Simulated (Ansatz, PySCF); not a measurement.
The pair A = HF (SMILES F) (first 2 atoms), B = CH4S (SMILES CS); geometry from B3LYP-D3(BJ)/def2-TZVP.
(charge 0, multiplicity 1):
| atom | x (Å) | y (Å) | z (Å) |
|---|---|---|---|
| F | 0.3113 | 0.5176 | -0.5861 |
| H | 0.4766 | 0.0595 | 0.2238 |
| C | 0.2261 | 1.1784 | 2.8118 |
| S | 0.6235 | -0.5291 | 2.3040 |
| H | -0.1410 | 1.1993 | 3.8348 |
| H | 1.1606 | 1.7330 | 2.7548 |
| H | -0.4935 | 1.6253 | 2.1309 |
| H | -0.6236 | -1.0245 | 2.3712 |

Frozen-core correlation. CBS(a, b) extrapolates the correlation energy as X⁻³ and adds the Hartree–Fock energy of set b. MP2 and its Hartree–Fock in aug-cc-pV(T+d)Z are density fitted.

Run with Ansatz (an electronic-structure program); PySCF for the dispersion terms. 

The monomers are drawn apart, rigid, along the line of their centres of mass. Counterpoise-corrected interaction energies (kcal/mol):

| level | R = 3.924 Å | R = 4.790 Å |
|---|---|---|
| PBE/def2-TZVPPD | -3.9507 | -1.5425 |
| PBE-D3(BJ)/def2-TZVPPD | -4.3698 | -1.7118 |
| wB97M-V/def2-TZVPPD | -3.7998 | -1.5316 |
| MP2/CBS(aug-cc-pV(D+d)Z, aug-cc-pV(T+d)Z) + ΔCCSD(T)/aug-cc-pV(D+d)Z | -3.6815 | -1.4977 |

Q: R is the distance of the centres of mass. Find the local exponent m of E ∝ R⁻ᵐ between the two points.

A: 
m = ln(E₁/E₂)/ln(R₂/R₁): PBE/def2-TZVPPD 4.7; PBE-D3(BJ)/def2-TZVPPD 4.7; wB97M-V/def2-TZVPPD 4.6; MP2/CBS(aug-cc-pV(D+d)Z, aug-cc-pV(T+d)Z) + ΔCCSD(T)/aug-cc-pV(D+d)Z 4.5. For scale, two fixed dipoles give m = 3, dipole and quadrupole 4, quadrupoles 5, and dispersion or dipole-induced dipole 6 at long range; at these distances several terms mix, and what is left of overlap and damping shifts m, so it need not match one of them.
